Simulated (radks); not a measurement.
Question: These are the eigenvalues of the occupied orbitals of an atom or ion with whole-number occupations (hartree). Calculated with a radial shooting solver on a logarithmic mesh with Libxc functionals: Dirac Kohn-Sham, PBE, spin-unpolarised, spherical densities, finite nucleus; Fermi nuclear charge, rms radius of each element as measured or else 0.836 A^(1/3) + 0.57 fm.

orbital  eigenvalue
1s1/2     -767.6318
2s1/2     -110.4671
2p1/2     -101.9522
2p3/2     -97.60653
3s1/2     -20.17419
3p1/2     -16.90193
3p3/2     -16.17503
3d3/2     -10.38772
3d5/2     -10.24797
4s1/2      -3.80284
4p1/2      -2.84010
4p3/2      -2.72944
4d3/2      -1.29575

Which element is it, and in what charge state? The configuration may be excited. Open shells, if any, fill j = l - 1/2 first.

Answer: Z = 43, technetium, charge +3: Tc3+ in [Kr] 4d4. The list shows which subshells hold electrons but not how many an open one holds; the 1s level, -767.63 hartree, gives Z - s = 39.2 by -(Z - s)^2/2, which with screening and relativity narrows Z to a few neighbours, and the depths of the outer levels then fix element, charge and occupations together.
